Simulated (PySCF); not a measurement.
diboron tetrafluoride (B2F4), singlet, at a GFN2-xTB geometry; M062X/3-21G in PySCF.

The PySCF input:
```python
from pyscf import gto, scf, dft

mol = gto.Mole()
mol.atom = '''
    F    -1.576872   -0.883978    0.675970
    B    -0.856332   -0.050030   -0.042943
    F    -1.593570    0.698751   -0.834960
    B     0.856332    0.050030    0.042943
    F     1.668795   -0.660205   -0.710020
    F     1.501647    0.845432    0.869010
'''
mol.basis = '3-21g'
mol.charge = 0
mol.spin = 0
mol.verbose = 4
mol.build()

mf = dft.RKS(mol)
mf.xc = 'm062x'
mf.kernel()
mf.analyze()
```

Predict the main parts of the log of this PySCF run.


```
PySCF version 2.14.0

[INPUT] verbose = 4
[INPUT] num. atoms = 6
[INPUT] num. electrons = 46
[INPUT] charge = 0
[INPUT] spin (= nelec alpha-beta = 2S) = 0
[INPUT] symmetry False subgroup None
[INPUT] Mole.unit = angstrom
[INPUT] Symbol           X                Y                Z      unit          X                Y                Z       unit  Magmom
[...]
nuclear repulsion = 203.26417514902
number of shells = 30
number of NR pGTOs = 90
number of NR cGTOs = 54
basis = 3-21g
ecp = {}

******** <class 'pyscf.dft.rks.RKS'> ********
method = RKS
initial guess = minao
damping factor = 0
level_shift factor = 0
DIIS = <class 'pyscf.scf.diis.CDIIS'>
diis_start_cycle = 1
diis_space = 8
diis_damp = 0
SCF conv_tol = 1e-09
SCF conv_tol_grad = None
SCF max_cycles = 50
direct_scf = True
direct_scf_tol = 1e-13
XC library pyscf.dft.libxc version 7.1.2
    S. Lehtola, C. Steigemann, M. J. T. Oliveira, and M. A. L. Marques,  SoftwareX 7, 1–5 (2018)
XC functionals = m062x
    Y. Zhao and D. G. Truhlar,  Theor. Chem. Acc. 120, 215 (2008)
    Y. Zhao and D. G. Truhlar,  Theor. Chem. Acc. 120, 215 (2008)
radial grids:
    Treutler-Ahlrichs [JCP 102, 346 (1995); DOI:10.1063/1.469408] (M4) radial grids

becke partition: Becke, JCP 88, 2547 (1988); DOI:10.1063/1.454033
pruning grids: <function nwchem_prune>
grids dens level: 3
symmetrized grids: False
atomic radii adjust function: <function treutler_atomic_radii_adjust>
small_rho_cutoff = 0
Set gradient conv threshold to 3.16228e-05
Initial guess from minao.
tot grids = 85144
init E= -447.21214803005
[...]
cycle= 1 E= -446.600141239562  delta_E= 0.612  |g|=  0.7  |ddm|= 2.38
[...]
cycle= 2 E= -446.607698334556  delta_E= -0.00756  |g|= 0.814  |ddm|= 1.18
[...]
cycle= 3 E= -446.705869358302  delta_E= -0.0982  |g|= 0.0271  |ddm|= 0.571
[...]
cycle= 4 E= -446.706097557489  delta_E= -0.000228  |g|= 0.00537  |ddm|= 0.0359
[...]
cycle= 5 E= -446.706110707247  delta_E= -1.31e-05  |g|= 0.000628  |ddm|= 0.00907
[...]
cycle= 6 E= -446.706110901975  delta_E= -1.95e-07  |g|= 9.59e-05  |ddm|= 0.00162
[...]
cycle= 7 E= -446.706110906658  delta_E= -4.68e-09  |g|= 7.04e-05  |ddm|= 0.000238
[...]
cycle= 8 E= -446.70611090737  delta_E= -7.12e-10  |g|= 1e-05  |ddm|= 4.84e-05
[...]
Extra cycle  E= -446.706110907389  delta_E= -1.81e-11  |g|= 9.36e-06  |ddm|= 1.55e-05
converged SCF energy = -446.706110907389
**** SCF Summaries ****
Total Energy =                        -446.706110907388506
Nuclear Repulsion Energy =             203.264175149019906
One-electron Energy =                -1024.057281629016416
Two-electron Energy =                  374.086995572607918
Two-electron Coulomb Energy =          423.868284656610172
DFT Exchange-Correlation Energy =      -49.781289084002275
HOMO-LUMO gap [eV] =                    11.876482321988385
**** MO energy ****
[...]
 ** Mulliken pop on meta-lowdin orthogonal AOs  **
 ** Mulliken pop  **
 ** Mulliken atomic charges  **
charge of    0F =     -0.20844
charge of    1B =      0.41689
charge of    2F =     -0.20846
charge of    3B =      0.41676
charge of    4F =     -0.20844
charge of    5F =     -0.20831
Dipole moment(X, Y, Z, Debye):  0.00047,  0.00034,  0.00044
```
